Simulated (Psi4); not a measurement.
Dimer: CH3F (SMILES CF) (first 5 atoms) with CH2O (SMILES C=O); geometry from B3LYP-D3(BJ)/def2-TZVP, rigid monomers moved along the line of their centres of mass till F2···C6 is 2.49 Å.
(charge 0, multiplicity 1):
```xyz
9

C     -0.541    -0.187    -0.151
F     -0.441     1.039     0.513
H     -0.580    -0.980     0.595
H     -1.452    -0.179    -0.749
H      0.334    -0.303    -0.790
C     -0.394     0.479     2.941
O     -0.477    -0.718     2.880
H     -1.288     1.126     3.004
H      0.580     1.001     2.941
```

These are SAPT0/jun-cc-pV(D+d)Z run with Psi4 values and carry that method's errors.

Give the four SAPT terms and the total, and say what mostly holds the pair together.

electrostatics -8.44, exchange 10.76, induction -2.14, dispersion -2.62, total -2.44 kcal/mol; the largest attraction is electrostatics.
